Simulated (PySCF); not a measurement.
dihydroxy(hydroxysilyl)silane (H6O3Si2), SMILES O[SiH2][SiH](O)O.

Geometry optimised at ωB97X-D3(BJ)/def2-SVP. Other conformers were not sampled.

Method: PySCF with PBE/def2-TZVP.

The molecule is in vacuum.

**Question.** Estimate the frontier levels, gap, dipole moment and polarisability. (The exact figures need the calculation; the answer reports its results.)

**Answer.** 
```yaml
highest_occupied_level: -6.68 eV
lowest_empty_level: -1.45 eV
orbital_gap: 5.23 eV
dipole_moment: 1.20 D
quadrupole, principal values (traceless, Buckingham form, about the centre of nuclear charge): -11.11, -3.71, 14.82 D·Å
mean_static_polarisability: 65.0 bohr³ (9.64 Å³)
polarisability_principal_values: 58.4, 61.0, 75.7 bohr³
```
